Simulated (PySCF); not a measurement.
BClH4O2Si, SMILES B(O)([SiH2]Cl)O.

The structure is a stationary point at B3LYP-D3(BJ)/def2-SVP. One conformer was computed; it need not be the lowest.

Calculation: TDDFT-CAM-B3LYP/def2-SVPD in PySCF.

Vertical excitations. Isolated molecule, no solvent. State labels are in the subgroup Cs.

Give excitation energies, oscillator strengths and character. (Estimate from the structure and the level; the computed values follow.)


```json
[
 {"state": "S1", "symmetry": "A'", "energy (eV)": "6.32", "λ (nm)": "196", "f": "0.007", "main pairs": "HOMO→LUMO 90 %"},
 {"state": "S2", "symmetry": "A\"", "energy (eV)": "6.50", "λ (nm)": "191", "f": "0.019", "main pairs": "HOMO→LUMO+1 94 %"},
 {"state": "S3", "symmetry": "A\"", "energy (eV)": "7.12", "λ (nm)": "174", "f": "0.009", "main pairs": "HOMO−1→LUMO 81 %"},
 {"state": "S4", "symmetry": "A'", "energy (eV)": "7.39", "λ (nm)": "168", "f": "0.019", "main pairs": "HOMO→LUMO+2 89 %"},
 {"state": "S5", "symmetry": "A'", "energy (eV)": "7.90", "λ (nm)": "157", "f": "0.000", "main pairs": "HOMO−1→LUMO+1 55 %, HOMO−2→LUMO 28 %"},
 {"state": "S6", "symmetry": "A'", "energy (eV)": "8.05", "λ (nm)": "154", "f": "0.045", "main pairs": "HOMO−1→LUMO+1 42 %, HOMO−2→LUMO 34 %, HOMO−2→LUMO+2 6 %"},
 {"state": "S7", "symmetry": "A\"", "energy (eV)": "8.09", "λ (nm)": "153", "f": "0.010", "main pairs": "HOMO−3→LUMO 81 %"},
 {"state": "S8", "symmetry": "A\"", "energy (eV)": "8.34", "λ (nm)": "149", "f": "0.007", "main pairs": "HOMO−1→LUMO+2 67 %"},
 {"state": "S9", "symmetry": "A\"", "energy (eV)": "8.40", "λ (nm)": "148", "f": "0.000", "main pairs": "HOMO−2→LUMO+1 84 %"},
 {"state": "S10", "symmetry": "A'", "energy (eV)": "8.50", "λ (nm)": "146", "f": "0.045", "main pairs": "HOMO→LUMO+3 44 %, HOMO−3→LUMO+1 25 %, HOMO→LUMO+4 15 %"},
 {"state": "T1", "symmetry": "A\"", "energy (eV)": "5.52", "λ (nm)": "225", "f": "0", "main pairs": "HOMO→LUMO+1 93 %"},
 {"state": "T2", "symmetry": "A'", "energy (eV)": "5.87", "λ (nm)": "211", "f": "0", "main pairs": "HOMO→LUMO 86 %"},
 {"state": "T3", "symmetry": "A\"", "energy (eV)": "6.73", "λ (nm)": "184", "f": "0", "main pairs": "HOMO−1→LUMO 77 %"},
 {"state": "T4", "symmetry": "A'", "energy (eV)": "7.13", "λ (nm)": "174", "f": "0", "main pairs": "HOMO−3→LUMO+1 80 %"}
]
```
Triplets are in the Tamm–Dancoff approximation, which puts them higher than full response would, so one can lie above its singlet here.
